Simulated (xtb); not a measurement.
W(O)(S)(OH)(SH) (H2O2S2W), SMILES [O]=[W]([OH])(=[S])[SH], multiplicity 1. All values are semi-empirical tight-binding results from xtb (GFN2-xTB unless named), good for trends rather than for accurate numbers. Geometry optimised at GFN2-xTB. The spin state was assumed, not searched. The structure was generated by enumeration; whether it is a known compound was not checked. One conformer was computed; it need not be the lowest.

For metal compounds this method's bond lengths and energies can be far off.

```
Item                                           Value
-------------------------------------  -------------
orbital gap                                  2.20 eV
zero-point energy                      14.9 kcal/mol
G − E(el) at 298.15 K (modified RRHO)  -6.9 kcal/mol
```
